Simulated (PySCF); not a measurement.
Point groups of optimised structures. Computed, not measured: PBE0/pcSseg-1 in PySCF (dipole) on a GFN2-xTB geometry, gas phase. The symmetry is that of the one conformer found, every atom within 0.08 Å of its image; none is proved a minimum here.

(1) Point group, rotor type and polarity of `C[Si](C)(C)n1cnnc1`?

(2) Point group, rotor type and polarity of `[CH2:1]=[CH:2][P@@:3]([CH3:4])(=[S:5])[c:6]1[cH:7][cH:8][o:9][cH:10]1` with C1–C2–P3–C4 -19°, C2–P3–C6–C7 48°?

(3) What symmetry has `[CH3:1][Si:2]([CH3:3])([CH3:4])[c:5]1[n:6][n:7][cH:8][nH:9]1`?

Answers

(1) Cs; asymmetric top; symmetry number 1; 2 operations, which sort the 20 atoms into 15 sets; dipole 6.73 D, in the ab plane, which is the mirror; A, B, C = 2328, 962.5, 882.3 MHz.

(2) C1; asymmetric top; symmetry number 1; this conformer is chiral (no improper operation); dipole 4.91 D; A, B, C = 1492, 744.1, 595.3 MHz.

(3) Cs; asymmetric top; symmetry number 1; 2 operations, which sort the 20 atoms into 15 sets; dipole 5.42 D, in the ab plane, which is the mirror; heavy atoms equivalent by symmetry: C1/C4.
